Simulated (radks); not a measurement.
Trend from Sc2+ to Zn2+: ionisation energy by Delta-SCF between NIST ground configurations, and size. All-electron calculation, Dirac Kohn-Sham, PBEsol, spin-unpolarised, spherical densities, finite nucleus; open shells are shared between the two j in proportion to 2j + 1; Fermi nuclear charge, rms radius of each element as measured or else 0.836 A^(1/3) + 0.57 fm. Program: a radial shooting solver on a logarithmic mesh with Libxc functionals.

| species | configuration | IE (eV) | NIST (eV) | kind | -e(HOMO) (eV) |
|---|---|---|---|---|---|
| Sc2+ | [Ar] 3d1 | 24.817 | 24.757 | exp. | 17.835 (3d5/2) |
| Ti2+ | [Ar] 3d2 | 26.896 | 27.492 | exp. | 19.603 (3d5/2) |
| V2+ | [Ar] 3d3 | 28.849 | 29.311 | exp. | 21.240 (3d5/2) |
| Cr2+ | [Ar] 3d4 | 30.705 | 30.96 | exp. | 22.775 (3d5/2) |
| Mn2+ | [Ar] 3d5 | 32.480 | 33.67 | exp. | 24.231 (3d5/2) |
| Fe2+ | [Ar] 3d6 | 34.187 | 30.65 | exp. | 25.621 (3d5/2) |
| Co2+ | [Ar] 3d7 | 35.837 | 33.5 | semi-emp. | 26.955 (3d5/2) |
| Ni2+ | [Ar] 3d8 | 37.437 | 35.19 | exp. | 28.240 (3d5/2) |
| Cu2+ | [Ar] 3d9 | 38.992 | 36.84 | exp. | 29.483 (3d5/2) |
| Zn2+ | [Ar] 3d10 | 40.509 | 39.723 | exp. | 30.688 (3d5/2) |

Reference values: NIST Atomic Spectra Database (exp. = measured, semi-emp. = semi-empirical, theory = theoretical value adopted there). Spin polarisation and multiplet splitting are left out, so open shells lie too high by an amount that depends on their filling.

Beside tabulated values, note that spin-unpolarised runs miss the spin-polarisation part of the exchange energy of open shells.
